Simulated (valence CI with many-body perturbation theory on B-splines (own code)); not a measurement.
Values are calculated unless marked as measured or tabulated.
## Energy levels of Pb⁶⁸⁺

Level of theory: configuration interaction combined with many-body perturbation theory (CI+MBPT): four valence electrons over a frozen Dirac-Fock core [Ne], radial functions for each j: 11 s, 11 p, 9 d, 7 f, 5 g, 2 h, 1 i, with the one-electron correlation potential Σ1, the two-electron term Σ2, the three-electron term Σ3, Breit, model QED; selected CI, second order for the rest (own B-spline code, finite nucleus).

The last digits are not significant, and no measured levels were compared; by estimate large intervals hold to a few tenths of a per cent, small ones and those within an open d or f shell to about a per cent.

Levels 46 to 72 of 72, with energies above the lowest level, (3s^2 3p1/2^2) J=0. "Leading %" is the weight of the configuration and term that name the level; weights of strongly mixed levels are sums over their largest components and can fall short. In the jj column 3d3/2^4 stands for four electrons in 3d with j = 3/2.

```tsv
No.	Configuration	Term	J	E (Ry)	Leading %	g	Leading jj
46	3s3p²3d	⁵D	4	126.00	46	1.376	3s 3p1/2 3p3/2 3d5/2 (99 %)
47	3s²3d²	³F	2	126.99	46	0.838	3s^2 3d3/2^2 (65 %)
48	3s3p²3d	³P	2	127.78	34	1.349	3s 3p1/2 3p3/2 3d5/2 (96 %)
49	3s3p²3d	³G	5	127.93	62	1.259	3s 3p1/2 3p3/2 3d5/2 (100 %)
50	3s3p²3d	³F	3	128.56	41	1.287	3s 3p1/2 3p3/2 3d5/2 (97 %)
51	3s²3d²	³P	0	129.12	46		3s^2 3d3/2^2 (70 %)
52	3s3p²3d	³D	3	129.45	62	1.285	3s 3p1/2 3p3/2 3d5/2 (97 %)
53	3s3p²3d	³P	1	129.53	36	1.161	3s 3p1/2 3p3/2 3d5/2 (96 %)
54	3s3p²3d	³F	4	129.75	42	1.168	3s 3p1/2 3p3/2 3d5/2 (94 %)
55	3s3p²3d	¹D	2	130.08	34	1.109	3s 3p1/2 3p3/2 3d5/2 (91 %)
56	3s3p²3d	³D	3	130.68	36	1.188	3s 3p1/2 3p3/2 3d5/2 (90 %)
57	3s3p²3d	³F	4	130.93	48	1.145	3s 3p1/2 3p3/2 3d5/2 (89 %)
58	3s3p²3d	³D	1	131.14	37	0.948	3s 3p1/2 3p3/2 3d5/2 (91 %)
59	3s3p²3d	³S	1	132.16	27	1.310	3s 3p1/2 3p3/2 3d5/2 (91 %)
60	3s3p²3d	¹F	3	132.26	37	1.089	3s 3p1/2 3p3/2 3d5/2 (86 %)
61	3s3p²3d	³D	2	132.31	18	1.168	3s 3p1/2 3p3/2 3d5/2 (79 %)
62	3s3p²3d	³P	0	132.42	48		3s 3p1/2 3p3/2 3d5/2 (88 %)
63	3s3p²3d	³D	2	133.03	33	1.166	3s 3p1/2 3p3/2 3d5/2 (96 %)
64	3p³3d	³D°	2	134.40	15	0.891	3p1/2^2 3p3/2 3d3/2 (60 %)
65	3p³3d	³P°	0	135.57	51		3p1/2^2 3p3/2 3d3/2 (80 %)
66	3s²3d²	³F	3	135.69	75	1.073	3s^2 3d3/2 3d5/2 (75 %)
67	3p³3d	³F°	3	136.05	22	1.044	3p1/2^2 3p3/2 3d3/2 (79 %)
68	3p³3d	³D°	1	136.09	32	1.059	3p1/2^2 3p3/2 3d3/2 (89 %)
69	3s3p3d²	⁵G°	2	136.36	43	0.641	3s 3p1/2 3d3/2^2 (71 %)
70	3s²3d²	¹G	4	136.52	63	1.061	3s^2 3d3/2 3d5/2 (86 %)
71	3s²3d²	³P	2	136.57	39	1.166	3s^2 3d3/2 3d5/2 (77 %)
72	3s²3d²	³P	1	136.94	81	1.473	3s^2 3d3/2 3d5/2 (81 %)
```
